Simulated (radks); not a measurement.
Results of a calculation; reference values are marked as such.
Ionisation of the europium ion Eu48+, [Ne] 3s2 3p3, to [Ne] 3s2 3p2 as the strength of local exchange is varied. Code: a radial shooting solver on a logarithmic mesh with Libxc functionals. Model: Dirac Kohn-Sham, Slater X-alpha exchange (alpha = 2/3 is LDA exchange), no correlation, spin-unpolarised, spherical densities, point nucleus; open shells fill j = l - 1/2 first.

[
 {"alpha": "0.589", "E(Eu48+) (hartree)": "-8585.0053", "exchange (hartree)": "-108.2916", "IE (eV)": "4118.5", "-e of the level emptied (eV)": "4066.9 (3p3/2)", "<r> of it (bohr)": "0.2246"},
 {"alpha": "0.667", "E(Eu48+) (hartree)": "-8599.3542", "exchange (hartree)": "-122.7714", "IE (eV)": "4131.6", "-e of the level emptied (eV)": "4080.2 (3p3/2)", "<r> of it (bohr)": "0.2243"},
 {"alpha": "0.739", "E(Eu48+) (hartree)": "-8612.6138", "exchange (hartree)": "-136.1661", "IE (eV)": "4143.7", "-e of the level emptied (eV)": "4092.4 (3p3/2)", "<r> of it (bohr)": "0.2239"},
 {"alpha": "0.804", "E(Eu48+) (hartree)": "-8624.5962", "exchange (hartree)": "-148.2825", "IE (eV)": "4154.6", "-e of the level emptied (eV)": "4103.5 (3p3/2)", "<r> of it (bohr)": "0.2236"},
 {"alpha": "0.853", "E(Eu48+) (hartree)": "-8633.6365", "exchange (hartree)": "-157.4313", "IE (eV)": "4162.8", "-e of the level emptied (eV)": "4111.8 (3p3/2)", "<r> of it (bohr)": "0.2234"},
 {"alpha": "1.022", "E(Eu48+) (hartree)": "-8664.8657", "exchange (hartree)": "-189.0839", "IE (eV)": "4191.3", "-e of the level emptied (eV)": "4140.8 (3p3/2)", "<r> of it (bohr)": "0.2225"},
 {"alpha": "1.037", "E(Eu48+) (hartree)": "-8667.6412", "exchange (hartree)": "-191.9007", "IE (eV)": "4193.8", "-e of the level emptied (eV)": "4143.3 (3p3/2)", "<r> of it (bohr)": "0.2225"}
]

NIST Atomic Spectra Database: 4131 eV (theoretical). The Delta-SCF value meets it near alpha = 0.66. Spin polarisation and multiplet splitting are left out, so open shells lie too high by an amount that depends on their filling.

Beside tabulated values, note that spin-unpolarised runs miss the spin-polarisation part of the exchange energy of open shells.
